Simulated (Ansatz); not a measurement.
Z-matrix (Å, degrees):
```
Si
C 1 1.878
H 1 1.484 2 110.6
H 1 1.487 2 110.0 3 -120.2
H 1 1.487 2 109.9 3 120.4
Si 2 1.857 1 115.3 3 -72.0
H 2 1.095 1 109.1 3 51.5
H 2 1.097 1 108.6 3 167.9
Cl 6 2.061 2 109.9 1 54.6
H 6 1.483 2 112.0 1 173.5
H 6 1.483 2 110.6 1 -63.7
```

The species carries charge 0 and has multiplicity 1.

List the B3LYP/def2-TZVPP orbital energies in eV (Ansatz). (Best estimate.)

The calculation gave: Occupied: -2762.34, -1799.92, -1798.96, -276.81, -257.10, -196.11, -195.99, -195.98, -144.36, -143.51, -99.74, -99.65, -99.64, -98.82, -98.82, -98.82, -22.53, -19.62, -14.71, -14.15, -12.14, -10.97, -10.50, -10.19, -9.46, -9.34, -9.20, -8.59, -8.48. Lowest empty: 0.01, 0.20, 0.90, 1.05, 1.32, 1.40, 1.62, 1.86.

B3LYP here is the variant with VWN-RPA as its local correlation; programs differ in this.
